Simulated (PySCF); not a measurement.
Gas-phase equilibrium of 1 mol HCl, 1.3 mol O2 at 1400 K and 0.100 bar, among 14 species (ClO, O2, HCl, O, HO2, H2O, H, HOCl, H2O2, O3, H2, Cl, Cl2, OH). Only gases are allowed; each row takes one source of thermochemistry for all species, and Cantera finds the minimum.

Method: PySCF energies plus ideal-gas RRHO corrections (1 bar). The comparison is the NASA 1993 polynomial table, which mixes measured and estimated data. † marks an energy on the PBE0/def2-TZVP geometry and frequencies; other levels use their own. 6-31G* has spherical d functions here. Open shells (unrestricted) among the columns below: ClO (multiplicity 2, electronic degeneracy 4), O2 (multiplicity 3), Cl (multiplicity 2, electronic degeneracy 6); the rest are closed-shell singlets. Spin-orbit splitting is ignored; it lowers the true energy and changes the entropy of ClO, Cl. B3LYP is the form with VWN-RPA correlation. The harmonic model lacks anharmonicity and excited electronic states, which grow with temperature; levels with a mode under 35 cm⁻¹ are left out. The table's entry may be an old estimate for ClO (not checked at source).

Molecules larger than those listed are left out.

Mole fractions:

```json
[
 {"thermochemistry": "table", "x O2": "0.55", "x HCl": "0.36", "x H2O": "0.041", "x Cl2": "0.033", "x Cl": "0.016", "x ClO": "0.00011"},
 {"thermochemistry": "B3LYP/6-31G*", "x O2": "0.56", "x HCl": "0.41", "x H2O": "0.012", "x Cl2": "0.0014", "x Cl": "0.022", "x ClO": "1.2e-5"},
 {"thermochemistry": "BLYP/def2-TZVP†", "x O2": "0.56", "x HCl": "0.40", "x H2O": "0.018", "x Cl2": "0.011", "x Cl": "0.014", "x ClO": "0.00014"},
 {"thermochemistry": "M06-2X/def2-TZVP†", "x O2": "0.55", "x HCl": "0.37", "x H2O": "0.034", "x Cl2": "0.027", "x Cl": "0.015", "x ClO": "4.6e-5"},
 {"thermochemistry": "PBE/def2-TZVP†", "x O2": "0.56", "x HCl": "0.40", "x H2O": "0.019", "x Cl2": "0.017", "x Cl": "0.0041", "x ClO": "0.00011"},
 {"thermochemistry": "ωB97M-V/def2-TZVP†", "x O2": "0.56", "x HCl": "0.39", "x H2O": "0.025", "x Cl2": "0.020", "x Cl": "0.011", "x ClO": "6.3e-5"},
 {"thermochemistry": "ωB97X-V/def2-TZVP†", "x O2": "0.56", "x HCl": "0.40", "x H2O": "0.016", "x Cl2": "0.010", "x Cl": "0.011", "x ClO": "3.9e-5"}
]
```
The most sensitive of these is Cl2: it spans a factor of 10^1.4 over these rows; at this temperature one factor of ten is RT ln 10 = 27 kJ/mol.
